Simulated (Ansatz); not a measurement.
Results of the Gaussian-basis code of Ansatz.

Basis-set series for `OC(Cl)C[SiH3]`. Charge 0, multiplicity 1. Geometry: relaxed with PBE0-D4/def2-TZVP. It is one conformer, not always the lowest.

```
functional       basis  functions  energy (Eh)  HOMO (eV)  LUMO (eV)
   PBE0-D4    def2-SVP        113   -904.54224      -8.25       0.83
   PBE0-D4  def2-QZVPP        521   -905.01480      -8.48       0.09
   ωB97M-V    def2-SVP        113   -904.86418     -10.55       2.71
   ωB97M-V  def2-QZVPP        521   -905.34186     -10.82       1.47
```

(1) Give the rows for def2-TZVPP. (Best estimate.)

Results:

(1) The calculation gave: 
```csv
functional,basis,functions,energy (Eh),HOMO (eV),LUMO (eV)
PBE0-D4,def2-TZVPP,275,-904.98258,-8.43,0.35
ωB97M-V,def2-TZVPP,275,-905.31119,-10.77,1.99
```

Positive LUMOs are unbound and depend on the basis.
